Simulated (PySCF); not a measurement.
Geometry:
```csv
atom,x (Å),y (Å),z (Å)
C1,-1.218,-1.096,1.747
Si2,-0.921,0.148,0.378
C3,-0.505,1.832,1.080
C4,-2.387,0.245,-0.778
O5,0.402,-0.351,-0.528
Si6,1.710,-1.341,-0.683
C7,3.192,-0.170,-0.842
N8,3.081,1.098,-0.835
H9,-1.433,-2.096,1.339
H10,-0.342,-1.179,2.409
H11,-2.079,-0.794,2.365
H12,-1.343,2.238,1.668
H13,-0.282,2.549,0.274
H14,0.376,1.779,1.739
H15,-2.618,-0.741,-1.210
H16,-2.186,0.940,-1.608
H17,-3.283,0.602,-0.246
H18,1.872,-2.230,0.510
H19,1.581,-2.196,-1.901
H20,4.216,-0.580,-0.947
H21,2.087,1.352,-0.738
```

[PySCF 2.14: PBE0-D3(BJ)/def2-SVP geometry; PBE0/pcSseg-1 with gauge-including orbitals; in vacuum; relativity neglected; a single conformation; fast rotation and ring inversion assumed for equivalent nuclei]

Shifts are taken against calculated references (same method and geometry level): TMS for ¹³C (184.41 ppm), ¹H (31.27 ppm), ²⁹Si (351.99 ppm); H2O for ¹⁷O (334.56 ppm); NH3 for ¹⁵N (265.67 ppm).

| atoms | nucleus | count | Hirshfeld charge | δ (ppm) |
| --- | --- | --- | --- | --- |
| C1/C3/C4 | ¹³C | 3 | -0.22 | 1.5 |
| H18/H19 | ¹H | 2 | -0.08 | 4.90 |
| H20 | ¹H | 1 | 0.04 | 9.06 |
| O5 | ¹⁷O | 1 | -0.30 | ? |
| N8 | ¹⁵N | 1 | -0.22 | ? |
| H21 | ¹H | 1 | 0.09 | ? |
| C7 | ¹³C | 1 | -0.05 | 193.4 |
| Si6 | ²⁹Si | 1 | 0.40 | -48.1 |
| H9/H10/H11/H12/H13/H14/H15/H16/H17 | ¹H | 9 | 0.04 | 0.22 |
| Si2 | ²⁹Si | 1 | 0.46 | 23.6 |

Problem. Fill in the missing shifts.

Solution. 
- H21: 13.19 ppm, hydrogen on a nitrogen bonded to C
- O5: 38.0 ppm, oxygen bonded to 2 Si
- N8: 453.4 ppm, nitrogen bonded to C, H

OH/NH shifts are gas-phase values; hydrogen bonding in solution moves them, usually downfield. Shifts are as computed. Against solution values, carbons near 30 ppm lie about +2 ppm off and those near 130 ppm about +5 ppm. Of 1309 compounds with measured shifts, 239 miss one by over three times the rms of a fit or turn the order of signals round; such compounds aren't used in these exercises. Experimental scales use liquid or dissolved standards, which lie at an offset from isolated NH3 (liquid NH3: subtract about 20 ppm) and H2O (liquid H2O: subtract about 36 ppm). Unscaled 15N shifts of sp2 nitrogen come out 20 to 40 ppm too high even then.
